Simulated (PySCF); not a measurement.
Computed IR spectrum (relative IR intensity) of a molecule Cl2FH3Si2. Geometry: B3LYP-D3(BJ)/def2-SVP. One conformer was computed; it need not be the lowest. Calculation: B3LYP-D3(BJ)/def2-SVP run with PySCF. Frequencies are harmonic and unscaled.

Lines under 2 % of the strongest are left out, and lines within 2 cm⁻¹ are merged.

ν (cm⁻¹): 136 (vw), 171 (vw), 415 (w), 516 (w), 534 (m), 576 (m), 733 (m), 754 (vs), 801 (s), 854 (w), 915 (vs), 949 (s), 2234 (m), 2248 (w), 2253 (s) (against the strongest line: vs over 80 %, s over 45 %, m over 15 %, w over 4 %, vw less)

Task: Identify the compound among the candidates.
(A) F[SiH2][SiH](Cl)Cl
(B) F[Si]([SiH3])(Cl)Cl
(C) F[Si@H](Cl)[SiH2]Cl

Result: A, F[SiH2][SiH](Cl)Cl
